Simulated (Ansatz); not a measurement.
BeCl2 (SMILES [Cl][Be][Cl]) moved off its minimum; all values from Ansatz (a first-principles code), cores frozen in correlated methods.
(charge 0, multiplicity 1)
```xyz
3

Be     0.03181     0.05643    -0.02720
Cl    -0.11593     0.02653    -1.86412
Cl    -0.02667    -0.03976     1.87210
```

Q: Give the forces (eV/Å), the total energy and the dipole at CCSD(T)/aug-cc-pV(T+d)Z.

A: 
```json
[
 {"atom": "Be1", "Fx": "-0.263", "Fy": "-0.185", "Fz": "0.832"},
 {"atom": "Cl2", "Fx": "0.138", "Fy": "0.060", "Fz": "0.737"},
 {"atom": "Cl3", "Fx": "0.125", "Fy": "0.125", "Fz": "-1.569"}
]
```
Energy -934.3158 hartree, dipole 0.46 D.
